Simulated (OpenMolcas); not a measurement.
Computed levels of 4d⁴ in ions with 40 electrons, in cm-1 above ⁵D₀.

- Program: OpenMolcas 26.06
- Method: MS-CASPT2, IPEA 0.25 Eh, imaginary shift 0.1 Eh
- Basis: ANO-RCC-VQZP
- Scalar Hamiltonian: DKH2, point nucleus
- Spin-orbit coupling: RASSI with atomic mean-field integrals over the reference wave functions, term energies averaged over their components

Active space for each ion: 4 electrons in 10 orbitals (4d 5d); closed shells correlated by CASPT2: 4s 4p.

```csv
Level,Mo2+,Tc3+,Ru4+,Pd6+,Ag7+
⁵D₁,243,344,482,892,1198
⁵D₂,672,940,1291,2270,2950
⁵D₃,1232,1705,2300,3880,4940
⁵D₄,1888,2590,3450,5640,7040
³P₀(1),11370,14270,16470,20120,21810
³P₁(1),12610,16030,18880,24090,26760
³H₄,13060,15560,17780,21920,24100
³H₅,13650,16400,18960,24030,26860
³H₆,14190,17140,19940,25600,28760
```

Estimate ⁵D₄, ³P₀(1), ³P₁(1) for Rh5+ from its neighbours Ru4+ and Pd6+.

⁵D₄ is fine structure, which grows about as the fourth power of a screened charge, so the fourth roots are averaged: ((3450^0.25 + 5640^0.25) / 2)^4 = 4445. The calculation gives 4450, so the estimate is off by -0.1 %.
³P₀(1) is another term, which grows about linearly with the charge: (16470 + 20120) / 2 = 18295. The calculation gives 18330, so the estimate is off by -0.2 %.
³P₁(1) is another term, which grows about linearly with the charge: (18880 + 24090) / 2 = 21485. The calculation gives 21470, so the estimate is off by +0.1 %.

Mixed levels, with the weight of the term that names them: Pd6+ ³H₄ (74 %), Ag7+ ³H₄ (70 %).

CASPT2 breaks the degeneracy within a term, and the mean is taken; among the terms shown or strongly mixed into the levels shown the widest spread is 410 cm-1 (4d⁴ ³H, Mo2+). Active for correlation alone: 5d; no level in the range computed is led by a configuration that fills it, so any true level of that kind is missing. The CASPT2 spread within a term exceeds the gap to the next term for 4d⁴ ³P(1) and 4d⁴ ³H, so the order of their levels is uncertain (holds for Mo2+). Levels of configurations outside the active space are missing.

A number in round brackets counts repeated terms of one configuration in the order of the reference energies.
